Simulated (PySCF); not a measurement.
Computed shifts of a molecule C5H7F, PBE/pcSseg-1 (PySCF), GIAO, gas phase, atoms alike by connectivity averaged where their shifts nearly agree, in ppm (number of nuclei): ¹³C: 162.3 (1), 115.9 (1), 46.2 (1), 33.5 (1), 24.2 (1). ¹⁹F: -92.5 (1). ¹H: 5.24 (1), 3.26 (1), 2.82 (1), 2.45 (1), 1.44 (3). References: ¹³C against TMS (σ = 182.0 ppm); ¹⁹F against CFCl3 (σ = 133.6 ppm); ¹H against TMS (σ = 31.49 ppm), references at their B3LYP-D3(BJ)/def2-TZVP geometries, non-relativistic. Geometry: r2SCAN-D4/def2-SVP. Other conformers were not sampled.

Q: Identify the compound among the candidates.
A. C[C@H]1C=C(F)C1
B. C=CCC(=C)F
C. C=C1CC(F)C1
D. C=CC1(F)CC1

A: A, C[C@H]1C=C(F)C1
